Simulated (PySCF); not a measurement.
# SMILES CC=C=C(C)[Se]C, C6H10Se

Geometry:
```json
{"atom": "C1", "x (Å)": "-2.631", "y (Å)": "-0.754", "z (Å)": "0.370"}
{"atom": "C2", "x (Å)": "-1.561", "y (Å)": "-0.163", "z (Å)": "-0.500"}
{"atom": "C3", "x (Å)": "-0.546", "y (Å)": "0.553", "z (Å)": "-0.077"}
{"atom": "C4", "x (Å)": "0.468", "y (Å)": "1.257", "z (Å)": "0.364"}
{"atom": "C5", "x (Å)": "0.470", "y (Å)": "2.751", "z (Å)": "0.520"}
{"atom": "Se6", "x (Å)": "2.127", "y (Å)": "0.434", "z (Å)": "0.872"}
{"atom": "C7", "x (Å)": "1.648", "y (Å)": "-1.411", "z (Å)": "0.549"}
{"atom": "H8", "x (Å)": "-2.465", "y (Å)": "-0.513", "z (Å)": "1.429"}
{"atom": "H9", "x (Å)": "-2.662", "y (Å)": "-1.851", "z (Å)": "0.263"}
{"atom": "H10", "x (Å)": "-3.626", "y (Å)": "-0.378", "z (Å)": "0.080"}
{"atom": "H11", "x (Å)": "-1.650", "y (Å)": "-0.349", "z (Å)": "-1.581"}
{"atom": "H12", "x (Å)": "1.254", "y (Å)": "3.208", "z (Å)": "-0.105"}
{"atom": "H13", "x (Å)": "-0.501", "y (Å)": "3.172", "z (Å)": "0.225"}
{"atom": "H14", "x (Å)": "0.672", "y (Å)": "3.034", "z (Å)": "1.566"}
{"atom": "H15", "x (Å)": "0.789", "y (Å)": "-1.695", "z (Å)": "1.172"}
{"atom": "H16", "x (Å)": "2.523", "y (Å)": "-2.016", "z (Å)": "0.824"}
{"atom": "H17", "x (Å)": "1.407", "y (Å)": "-1.564", "z (Å)": "-0.511"}
```

Computed with quadratic response CAM-B3LYP/aug-cc-pVDZ first hyperpolarisability, Taylor convention, gas phase in PySCF. Geometry: PBE0-D3(BJ)/def2-SVP.

The calculation is non-relativistic, which matters for the atoms heavier than Zn.

Q: Give the tensor of the second harmonic β(−2ω;ω,ω) at 1064 nm in the axes of these coordinates.

A: In au, Taylor convention; rows are the first index (the induced dipole):
|  | xx | yy | zz | xy | xz | yz |
| --- | --- | --- | --- | --- | --- | --- |
| x | -74.5 | -24.6 | -80.4 | -48.8 | +82.0 | +15.6 |
| y | -45.1 | -39.9 | -56.7 | -22.4 | +17.1 | +6.6 |
| z | +80.8 | +5.5 | -136.6 | +15.8 | -78.9 | -56.0 |

Norm of βᵢ = ⅓ Σⱼ (βᵢⱼⱼ + βⱼᵢⱼ + βⱼⱼᵢ): 233.1 au, hyper-Rayleigh value 110.4 au.
